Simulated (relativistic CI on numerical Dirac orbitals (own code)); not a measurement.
## Energy levels of Sn12+

These numbers are calculated, not measured: Dirac-Coulomb-Breit CI, orbitals from a KLI potential per configuration, QED by a radiative potential, unscaled Slater integrals (own radial code, finite nucleus).

CI space (outside the closed core [Ar] 3d10): 4s²4p⁶4d², 4s²4p⁵4d³, 4s²4p⁶4d4f, 4s²4p⁶4d5s, 4s4p⁶4d³, 4s²4p⁵4d²4f, 4s²4p⁶4d5p, 4s²4p⁶4f5s, 4s4p⁶4d²4f, 4s²4p⁶4d5d, 4s²4p⁶5s5p, 4s²4p⁵4d²5s, 4s²4p⁶4d6s, 4s²4p⁶4d5f, 4s²4p⁶4d6p, 4s²4p⁶4d5g, 4s²4p⁵4d²5p, 4s²4p⁶4d6d, 4s²4p⁶4d7s, 4s²4p⁶4d6f, 4s²4p⁶4d7p, 4s²4p⁶4f², 4s²4p⁵4f³, 4s²4p⁶5s², 4s²4p⁵4f5s², 4p⁶4d⁴, 4p⁵4d⁵, 4p⁵4d⁴4f, 4s²4p⁶4f5p, 4s²4p⁵4f²5p, 4s²4p⁶5p², 4s²4p⁵4f5p². Double excitations out of closed p, d and f shells are left out; levels of such configurations are missing from the list, as are those of other unlisted configurations, and high levels can miss mixing partners. These lack a partner that the ground configuration has and come out too high: 4s4p⁶4d²4f, 4s²4p⁵4d²5s, 4s²4p⁵4d²5p.

The lowest level is 4s²4p⁶4d² ³F2, with 92 % of that term; Hund's rules for 4s²4p⁶4d² give ³F with J = 2, in agreement.

| No. | Configuration | Term | J | E (cm⁻¹) | % | Landé g | jj configuration (%) |
| --- | --- | --- | --- | --- | --- | --- | --- |
| 1 | 4s²4p⁶4d² | ³F | 2 | 0 | 92 | 0.688 | 4d3/2^2 (87) |
| 2 | 4s²4p⁶4d² | ³F | 3 | 9458 | 99 | 1.083 | 4d3/2 4d5/2 (99) |
| 3 | 4s²4p⁶4d² | ³F | 4 | 18260 | 94 | 1.237 | 4d5/2^2 (59) |
| 4 | 4s²4p⁶4d² | ³P | 0 | 24621 | 95 |  | 4d3/2^2 (76) |
| 5 | 4s²4p⁶4d² | ¹D | 2 | 26645 | 49 | 1.207 | 4d3/2 4d5/2 (86) |
| 6 | 4s²4p⁶4d² | ³P | 1 | 29381 | 98 | 1.500 | 4d3/2 4d5/2 (98) |
| 7 | 4s²4p⁶4d² | ³P | 2 | 40741 | 54 | 1.268 | 4d5/2^2 (96) |
| 8 | 4s²4p⁶4d² | ¹G | 4 | 41346 | 94 | 1.011 | 4d3/2 4d5/2 (59) |
| 9 | 4s²4p⁶4d² | ¹S | 0 | 92221 | 95 |  | 4d5/2^2 (76) |
| 10 | 4p⁵4d³(4F) | ⁵D° | 2 | 532411 | 51 | 1.257 | 4p3/2^3 4d3/2^3 (39) |
| 11 | 4p⁵4d³(4F) | ⁵D° | 3 | 533706 | 46 | 1.349 | 4p3/2^3 4d3/2^2 4d5/2 (75) |
| 12 | 4p⁵4d³(4F) | ⁵D° | 1 | 534036 | 69 | 1.101 | 4p3/2^3 4d3/2^3 (46) |
| 13 | 4p⁵4d³(4P) | ⁵S° | 2 | 535882 | 87 | 1.957 | 4p3/2^3 4d3/2^2 4d5/2 (45) |
| 14 | 4p⁵4d³(4F) | ⁵D° | 0 | 536803 | 97 |  | 4p3/2^3 4d3/2^2 4d5/2 (49) |
| 15 | 4p⁵4d³(4F) | ⁵F° | 4 | 537540 | 45 | 1.389 | 4p3/2^3 4d3/2 4d5/2^2 (60) |
| 16 | 4p⁵4d³(4F) | ⁵F° | 5 | 546923 | 57 | 1.339 | 4p3/2^3 4d3/2 4d5/2^2 (59) |
| 17 | 4p⁵4d³(4F) | ⁵D° | 2 | 550981 | 32 | 1.049 | 4p3/2^3 4d3/2^2 4d5/2 (59) |
| 18 | 4p⁵4d³(4P) | ⁵D° | 4 | 551060 | 44 | 1.346 | 4p3/2^3 4d3/2^2 4d5/2 (56) |
| 19 | 4p⁵4d³(4F) | ⁵F° | 1 | 551464 | 46 | 0.542 | 4p3/2^3 4d3/2^2 4d5/2 (64) |
| 20 | 4p⁵4d³(4P) | ⁵D° | 3 | 551805 | 35 | 1.246 | 4p3/2^3 4d3/2 4d5/2^2 (30) |
| 21 | 4p⁵4d³(4F) | ⁵G° | 6 | 556814 | 91 | 1.318 | 4p3/2^3 4d3/2 4d5/2^2 (51) |
| 22 | 4p⁵4d³(2H) | ³G° | 3 | 563379 | 68 | 0.827 | 4p3/2^3 4d3/2^2 4d5/2 (58) |
| 23 | 4p⁵4d³(2P) | ³P° | 2 | 565958 | 30 | 1.105 | 4p3/2^3 4d3/2 4d5/2^2 (68) |
| 24 | 4p⁵4d³(2H) | ³G° | 4 | 566722 | 60 | 1.096 | 4p3/2^3 4d3/2^2 4d5/2 (49) |
| 25 | 4p⁵4d³(4F) | ⁵G° | 5 | 568446 | 34 | 1.275 | 4p3/2^3 4d3/2 4d5/2^2 (44) |
| 26 | 4p⁵4d³(2G) | ³F° | 2 | 570310 | 30 | 1.084 | 4p3/2^3 4d3/2 4d5/2^2 (51) |
| 27 | 4p⁵4d³(2G) | ³F° | 3 | 574111 | 36 | 1.189 | 4p3/2^3 4d3/2^2 4d5/2 (44) |
| 28 | 4p⁵4d³(2P) | ³P° | 1 | 574601 | 57 | 1.237 | 4p3/2^3 4d3/2 4d5/2^2 (40) |
| 29 | 4p⁵4d³(2G) | ¹G° | 4 | 575862 | 31 | 1.184 | 4p3/2^3 4d3/2^2 4d5/2 (42) |
| 30 | 4p⁵4d³(2F) | ³G° | 5 | 578357 | 56 | 1.173 | 4p3/2^3 4d3/2 4d5/2^2 (50) |
| 31 | 4p⁵4d³(2P) | ³D° | 3 | 578658 | 65 | 1.239 | 4p3/2^3 4d3/2 4d5/2^2 (45) |
| 32 | 4p⁵4d³(2H) | ³G° | 4 | 579452 | 33 | 1.098 | 4p3/2^3 4d3/2^2 4d5/2 (46) |
| 33 | 4p⁵4d³(2D) | ³D° | 3 | 581330 | 52 | 1.281 | 4p3/2^3 4d3/2 4d5/2^2 (55) |
| 34 | 4p⁵4d³(2G) | ³H° | 6 | 581629 | 60 | 1.133 | 4p3/2^3 4d3/2^2 4d5/2 (64) |
| 35 | 4p⁵4d³(4F) | ³G° | 3 | 584487 | 38 | 0.876 | 4p3/2^3 4d3/2^2 4d5/2 (37) |
| 36 | 4p⁵4d³(2P) | ³D° | 2 | 585084 | 56 | 1.171 | 4p3/2^3 4d3/2^2 4d5/2 (57) |
| 37 | 4p⁵4d³(2D) | ³P° | 0 | 587202 | 56 |  | 4p3/2^3 4d3/2^3 (47) |
| 38 | 4p⁵4d³(2G) | ³G° | 4 | 587354 | 38 | 1.039 | 4p3/2^3 4d3/2 4d5/2^2 (55) |
| 39 | 4p⁵4d³(2G) | ³H° | 5 | 587814 | 47 | 1.087 | 4p3/2^3 4d3/2 4d5/2^2 (62) |
| 40 | 4p⁵4d³(2D) | ³P° | 0 | 589116 | 86 |  | 4p3/2^3 4d5/2^3 (65) |
| 41 | 4p⁵4d³(2H) | ³I° | 7 | 589664 | 100 | 1.142 | 4p3/2^3 4d3/2 4d5/2^2 (100) |
| 42 | 4p⁵4d³(2F) | ³D° | 1 | 592289 | 40 | 0.769 | 4p3/2^3 4d3/2 4d5/2^2 (40) |
| 43 | 4p⁵4d³(4F) | ⁵G° | 2 | 592606 | 38 | 0.773 | 4p3/2^3 4d3/2^2 4d5/2 (34) |
| 44 | 4p⁵4d³(2D) | ³F° | 4 | 593172 | 84 | 1.233 | 4p3/2^3 4d3/2 4d5/2^2 (61) |
| 45 | 4p⁵4d³(2D) | ³P° | 1 | 596830 | 42 | 1.667 | 4p3/2^3 4d3/2^2 4d5/2 (65) |

Energies count from the lowest computed level; ° marks odd parity. Percentages are summed over parent terms; the parents shown are those of the largest component, closed shells are left out there. Filled j subshells are mostly left out of the jj labels.

The mean weight of the leading LS term, summed over parents, in these 45 levels is 60 %, and that of the leading jj configuration (from the same eigenvectors) 59 %.

At this charge energies of transitions that change n are usually good to better than 1 %, and those within a shell (Δn = 0) to a few per cent. Terms inside the open d or f shell come out 10 to 20 % too wide with unscaled integrals.

Landé's interval rule says that E(J) − E(J−1) = AJ with one A. For the ground term the intervals give A = 3152.7, 2200.4 cm⁻¹ for J = 3, 4; the multiplet is regular.

LS names give the leading component of a level, which can be under half, so a name can repeat, a term be missing and a line seem to break the LS rules.
